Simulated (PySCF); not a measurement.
Compound: 2-(trimethylsilyloxy)furan, C7H12O2Si.
Structure used (PBE0-D3(BJ)/def2-SVP), in Å, numbered top down from 1:
```
atom  x, y, z in Å
C1    -1.2642   -0.4024    1.7873
Si2   -1.2758    0.0824   -0.0176
C3    -1.3350   -1.4051   -1.1466
C4    -2.6302    1.3048   -0.4037
O5     0.1480    0.9739   -0.3558
C6     1.4005    0.5869   -0.2283
C7     2.5809    1.2430   -0.4347
C8     3.6065    0.2892   -0.1263
C9     2.9782   -0.8589    0.2393
O10    1.6262   -0.6814    0.1775
H11   -1.0520    0.4738    2.4198
H12   -0.4946   -1.1628    1.9858
H13   -2.2420   -0.8104    2.0890
H14   -2.2662   -1.9737   -0.9938
H15   -0.4846   -2.0746   -0.9498
H16   -1.2940   -1.0959   -2.2025
H17   -2.5478    1.6634   -1.4411
H18   -2.5762    2.1779    0.2645
H19   -3.6211    0.8400   -0.2799
H20    2.6900    2.2723   -0.7631
H21    4.6825    0.4454   -0.1731
H22    3.3176   -1.8405    0.5550
```

The closed-shell ground state was solved at several levels (PySCF, density fitting, gas phase, non-relativistic).

```tsv
level	basis functions	HOMO (eV)	LUMO (eV)	gap (eV)	dipole (D)
CAM-B3LYP/def2-SVPD	306	-7.06	1.05	8.11	1.32
KT2/pcSseg-1	237	-4.71	-0.13	4.58	1.52
```

Q: What might PBE0/pcSseg-1 (237 basis functions) give for the same quantities?

A: HOMO -5.78 eV, LUMO 0.81 eV, gap 6.59 eV, dipole 1.45 D.

Q: Over all these levels, which gives the widest orbital gap and which the narrowest?

A: CAM-B3LYP/def2-SVPD (range-separated hybrid) has the widest, 8.11 eV, and KT2/pcSseg-1 (GGA) the narrowest, 4.58 eV. Functional and basis both differ between the two, so the spread mixes both effects.

Q: How far do the dipole and the HOMO energy spread over the levels?

A: The dipole runs from 1.32 to 1.52 D (mean 1.43 D) and the HOMO from -7.06 to -4.71 eV.

One conformer stands for the species.
